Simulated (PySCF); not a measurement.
sulfur atom (S), triplet; HF/6-31G** run with PySCF.

Input for PySCF:
```python
from pyscf import gto, scf

mol = gto.M(
    atom='''
S     0.000000    0.000000    0.000000
''',
    basis='6-31g**',
    charge=0,
    spin=2,
    verbose=4,
)

mf = scf.UHF(mol)
mf.init_guess = '1e'
mf = mf.newton()
mf.kernel()
```

It wrote (shortened):

```
PySCF version 2.14.0

[INPUT] verbose = 4
[INPUT] num. atoms = 1
[INPUT] num. electrons = 16
[INPUT] charge = 0
[INPUT] spin (= nelec alpha-beta = 2S) = 2
[INPUT] symmetry False subgroup None
[INPUT] Mole.unit = angstrom
[INPUT] Symbol           X                Y                Z      unit          X                Y                Z       unit  Magmom
[INPUT]  1 S      0.000000000000   0.000000000000   0.000000000000 AA    0.000000000000   0.000000000000   0.000000000000 Bohr   0.0

nuclear repulsion = 0
number of shells = 8
number of NR pGTOs = 51
number of NR cGTOs = 18
basis = 6-31g**
ecp = {}

******** <class 'pyscf.soscf.newton_ah.SecondOrderUHF'> ********
method = SecondOrderUHF
initial guess = 1e
damping factor = 0
level_shift factor = 0
DIIS = <class 'pyscf.scf.diis.CDIIS'>
diis_start_cycle = 1
diis_space = 8
diis_damp = 0
SCF conv_tol = 1e-09
SCF conv_tol_grad = None
SCF max_cycles = 50
direct_scf = True
direct_scf_tol = 1e-13
number electrons alpha = 9  beta = 7
******** <class 'pyscf.scf.uhf.UHF'> Newton solver flags ********
SCF tol = 1e-09
conv_tol_grad = None
max. SCF cycles = 50
direct_scf = True
direct_scf_tol = 1e-13
max_cycle_inner = 12
max_stepsize = 0.05
ah_start_tol = 1e+09
ah_level_shift = 0
ah_conv_tol = 1e-12
ah_lindep = 1e-14
ah_start_cycle = 1
ah_max_cycle = 40
ah_grad_trust_region = 2.5
kf_interval = 4
kf_trust_region = 5
canonicalization = True
Set conv_tol_grad to 3.16228e-05
Initial guess from hcore.

Initial guess E= -397.46640833173  |g|= 0.149321
macro= 0  E= -397.47463560548  delta_E= -0.00822727  |g|= 8.02221e-05  3 KF 11 JK
macro= 1  E= -397.47463560548  delta_E= -3.97904e-13  |g|= 2.63722e-06  1 KF 2 JK
Canonicalize SCF orbitals
macro X = 2  E=-397.47463560548  |g|= 2.63722e-06  total 5 KF 16 JK
converged SCF energy = -397.47463560548  <S^2> = 2.0056943  2S+1 = 3.0037938
```
